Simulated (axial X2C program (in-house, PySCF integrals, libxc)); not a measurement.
Spin–orbit effects down a group: molecules with I, CCSD

Computed with an in-house all-electron X2C program for linear molecules (integrals from PySCF), spin-free (one-electron X2C) or two-component (2c: spin–orbit coupling with atomic mean-field Coulomb and Gaunt terms, which also bring small scalar terms), in Dyall basis sets with cores contracted in-house; open shells are unrestricted.

Basis sets: C dyall-v3z, Ge dyall-cv3z, I dyall-cv3z, Si dyall-v3z, Sn dyall-cv3z. Frozen shells (counts by l): CI I 4s3p2d, C 1s, 11 electrons correlated; SiI I 4s3p2d, Si 2s1p, 11 electrons correlated; GeI I 4s3p2d, Ge 3s2p1d, 11 electrons correlated; SnI I 4s3p2d, Sn 4s3p2d, 11 electrons correlated. Coupled cluster in natural virtuals with an MP2 remainder. Where the outer core of a metal is frozen, bonds come out longer and ionisation energies lower.

| molecule | spin-free state | Re (Å) | ωe (cm⁻¹) | De (eV) | 2c state | Re 2c (Å) | ωe 2c (cm⁻¹) | De 2c (eV) |
| --- | --- | --- | --- | --- | --- | --- | --- | --- |
| CI | M_S = 1/2, Λ = 1 | 2.032 | 638.1 | 2.53 | Ω = 1/2 | 2.032 | 638.9 | 2.31 |
| SiI | M_S = 1/2, Λ = 1 | 2.462 | 359.2 | 2.90 | Ω = 1/2 | 2.461 | 359.3 | 2.66 |
| GeI | ? | ? | ? | ? | ? | ? | ? | ? |
| SnI | M_S = 1/2, Λ = 1 | 2.744 | 194.0 | 2.72 | Ω = 1/2 | 2.747 | 192.6 | n/a |

(1) Estimate the 2c Re and ωe of GeI as the mean of its neighbours in the table.

Each entry is the lowest single determinant of a limited PBE0 search at one distance. De goes to single-determinant-based atoms at the same level (for ions the charge split of lowest energy) and is withheld (n/a) where an atom does not fit its ground term or J level. Main or longest-lived isotopes. Some light 2c atoms are not at their ground J level, so De misses part of their lowering (0.04 eV or less).

Answers

(1) Re ≈ 2.604 Å, ωe ≈ 275.9 cm⁻¹. The CCSD runs give the row below, so the estimate misses by 0.057 Å and 36.3 cm⁻¹.

| molecule | spin-free state | Re (Å) | ωe (cm⁻¹) | De (eV) | 2c state | Re 2c (Å) | ωe 2c (cm⁻¹) | De 2c (eV) |
| --- | --- | --- | --- | --- | --- | --- | --- | --- |
| GeI | M_S = 1/2, Λ = 1 | 2.546 | 239.9 | 2.78 | Ω = 1/2 | 2.547 | 239.6 | n/a |
